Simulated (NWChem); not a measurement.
A series in which one site is exchanged, each optimised at PBE0/def2-SVP with NWChem, gas phase unless a solvent is named. All stand in one matching conformer (torsions within 35°), which need not be the lowest. Some are not confirmed as minima by frequencies. def2 effective core potentials on Cd, Te; no spin-orbit coupling.

A: [Be]([O][SiH3])[Cl] (BeSiH3OCl; site = Be)
B: [Cd]([O][SiH3])[Cl] (CdSiH3OCl; site = Cd)
C: [Cl][Zn][O][SiH3] (ZnSiH3OCl; site = Zn)
D: O([Te]Cl)[SiH3] (SiH₃TeOCl; site = Te)

### Question
Rank them by lowest singlet excitation, CAM-B3LYP/def2-SVPD, TDA (eV), lowest first.

### Answer
D (2.42), B (5.13), C (5.78), A (7.35)
